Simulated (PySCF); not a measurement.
## `C=C1C(=C)[C@H](F)[C@@H]1OC`: 4 charge schemes on one density

Species: C7H9FO.
SMILES with atom numbers: `[CH2:1]=[C:2]1[C:3](=[CH2:4])[C@H:5]([F:6])[C@@H:7]1[O:8][CH3:9]` (hydrogens: H10, H11 on C1; H12, H13 on C4; H14 on C5; H15 on C7; H16, H17, H18 on C9)

Cartesian coordinates in Å at the GFN2-xTB level; atoms count from 1:
```
atom  x, y, z in Å
C1    -1.3410    1.9276    0.5444
C2    -0.8583    0.7837    0.0892
C3    -1.4020   -0.5548   -0.1440
C4    -2.5694   -1.1473    0.0478
C5    -0.0654   -1.0632   -0.6399
F6     0.4741   -2.0903    0.0926
C7     0.5302    0.3570   -0.3530
O8     1.4813    0.4687    0.6599
C9     2.7691    0.0371    0.2858
H10   -2.3740    2.0267    0.8304
H11   -0.7115    2.7932    0.6558
H12   -3.4119   -0.6105    0.4486
H13   -2.7105   -2.1910   -0.1764
H14   -0.0324   -1.3764   -1.6897
H15    0.8820    0.8473   -1.2767
H16    2.7835   -1.0297    0.0434
H17    3.4090    0.2206    1.1463
H18    3.1385    0.6076   -0.5763
```

Density: PBE0/pcSseg-1 (PySCF); schemes: Mulliken, IAO, Hirshfeld and ESP-fitted. One conformer (not necessarily the lowest) at the GFN2-xTB geometry, without solvent, vibrations or thermal averaging.

Problem. Give the atomic charges in each scheme.

Solution. In e:

| atom | environment | Mulliken | IAO | Hirshfeld | ESP-fitted |
| --- | --- | --- | --- | --- | --- |
| C1 | terminal =CH2 carbon | -0.004 | -0.302 | -0.087 | -0.422 |
| C2 | fully substituted alkene carbon | -0.237 | -0.002 | -0.010 | -0.123 |
| C3 | fully substituted alkene carbon | -0.312 | -0.019 | -0.016 | +0.179 |
| C4 | terminal =CH2 carbon | -0.007 | -0.300 | -0.086 | -0.531 |
| C5 | sp3 C–F carbon | +0.316 | +0.142 | +0.051 | +0.075 |
| F6 | alkyl fluorine | -0.323 | -0.311 | -0.110 | -0.196 |
| C7 | sp3 carbon bound to oxygen | +0.079 | +0.061 | +0.032 | +0.268 |
| O8 | ether oxygen | -0.486 | -0.373 | -0.141 | -0.276 |
| C9 | methoxy carbon | -0.026 | -0.205 | -0.043 | -0.216 |
| H10 | vinylic hydrogen | +0.115 | +0.157 | +0.053 | +0.206 |
| H11 | vinylic hydrogen | +0.119 | +0.164 | +0.054 | +0.193 |
| H12 | vinylic hydrogen | +0.119 | +0.158 | +0.054 | +0.223 |
| H13 | vinylic hydrogen | +0.121 | +0.163 | +0.055 | +0.212 |
| H14 | methine hydrogen | +0.103 | +0.139 | +0.041 | +0.055 |
| H15 | methine hydrogen | +0.108 | +0.116 | +0.033 | +0.023 |
| H16 | methyl hydrogen | +0.106 | +0.136 | +0.033 | +0.101 |
| H17 | methyl hydrogen | +0.123 | +0.160 | +0.052 | +0.139 |
| H18 | methyl hydrogen | +0.085 | +0.118 | +0.035 | +0.092 |

Mean size of the charges over all atoms: ESP-fitted 0.196 e, IAO 0.168 e, Mulliken 0.155 e, Hirshfeld 0.055 e. Each set sums to the total charge, 0, to within 0.001 e. The Mulliken scheme counts on each atom the diagonal of the density matrix times the overlap matrix over that atom's basis functions. The IAO scheme projects the occupied orbitals on a minimal set of polarised atomic orbitals and counts the electrons in each atom's part of it.

Lowest charge. The schemes don't all agree: Mulliken O8 (-0.486); IAO O8 (-0.373); Hirshfeld O8 (-0.141); ESP-fitted C4 (-0.531).

Highest charge. The schemes don't all agree: Mulliken C5 (+0.316); IAO H11 (+0.164); Hirshfeld H13 (+0.055); ESP-fitted C7 (+0.268).

Problem. How many electrons does the Mulliken scheme count on O8?

Solution. Z − q = 8 − (-0.486) = 8.486.

Problem. Sum the charges by element, for elements with more than one atom.

Solution. 
```csv
element,atoms,Mulliken,IAO,Hirshfeld,ESP-fitted
C,7,-0.191,-0.627,-0.159,-0.770
H,9,+1.000,+1.311,+0.410,+1.243
```
